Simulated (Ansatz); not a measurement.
Mulliken charges of CH2GaN, SMILES `N#[C][GaH2]` from ωB97M-V/def2-TZVPP in Ansatz (PBE0-D4/def2-TZVP geometry).

| atom | x (Å) | y (Å) | z (Å) | charge (e) |
| --- | --- | --- | --- | --- |
| N1 | 1.701 | -1.068 | 1.266 | -0.042 |
| C2 | 0.877 | -0.554 | 0.644 | -0.233 |
| Ga3 | -0.517 | 0.314 | -0.406 | 0.281 |
| H4 | -1.747 | -0.564 | -0.765 | -0.003 |
| H5 | -0.264 | 1.799 | -0.781 | -0.003 |

Question: By hand: the dipole of these point charges (1 e Å = 4.8032 D).

Answer: Σ q r = (-0.415, 0.258, -0.313) e Å, of length 0.580 e Å = 2.79 D.

Question: How does the dipole of the full density compare? (Estimate.)

Answer: The calculation gave: (-0.566, 0.353, -0.427) e Å, 3.80 D; the point charges give 0.73 times that, at 0° from its direction.

Point charges leave out the atoms' own dipoles, such as those of lone pairs, and Mulliken's split depends on the basis, so the two needn't agree.
